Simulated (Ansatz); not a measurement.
C₂H₅S (SMILES CC[S]), doublet, geometry from GFN2-xTB; CAM-B3LYP/6-31G (Ansatz, a program for electronic structure).

The Ansatz input:
Ansatz 0.2 input:
```yaml
crystal:
  periodic: [false, false, false]
  atoms:
    - {symbol: C, position_ang: [1.48255365, 0.65932309, -0.01655837]}
    - {symbol: C, position_ang: [-0.03154429, 0.78395239, 0.00248490]}
    - {symbol: S, position_ang: [-0.84471660, -0.82371473, 0.00823708]}
    - {symbol: H, position_ang: [-0.37104627, 1.31200621, 0.89543533]}
    - {symbol: H, position_ang: [-0.39297317, 1.31674827, -0.87896880]}
    - {symbol: H, position_ang: [1.93395512, 1.64948226, -0.01949031]}
    - {symbol: H, position_ang: [1.83064329, 0.11841436, 0.86042594]}
    - {symbol: H, position_ang: [1.80883038, 0.12313177, -0.90475459]}
basis:
  gaussian:
    orbitals: 6-31G
hamiltonian:
  xc: cam_b3lyp
magnetization: {spin_polarized: true, initial_magnetization: 1}
scf: {lower_state_search: off}
```

It wrote (shortened):

```
Functional definition: CAM-B3LYP
these checks for a lower state are left out or cut short: stability, starts, cluster_reference, orbital_swaps, neighbouring_geometries, increment
554 factors; integrals over basis functions are off by at most 1.8e-4 eV
222 factors; integrals over basis functions are off by at most 5.4e-6 eV
mean field evaluation 1: about -12985.1527 eV, gradient 2.0e1 eV
mean field evaluation 2: about -12985.7408 eV, gradient 1.7e1 eV
mean field evaluation 4: about -12987.1488 eV, gradient 5.6e-1 eV
mean field evaluation 8: about -12987.2747 eV, gradient 1.5e-2 eV
mean field evaluation 16: about -12987.2747 eV, gradient 1.2e-5 eV
mean field -12987.27470432 eV, -477.2735422928 hartree, gradient 2.0e-6 eV, S^2 0.751171; 0 other end points of the search recorded, 0 dependent functions left out
reference -12987.27479399 eV, -477.2735455883 hartree; 17, 16 occupied and 24, 25 virtual orbitals, 554 factors
Total energy: -12987.27479399 eV, -477.2735455883 hartree
Checks for a lower state left out: stability, starts, cluster_reference, orbital_swaps, neighbouring_geometries, increment
```
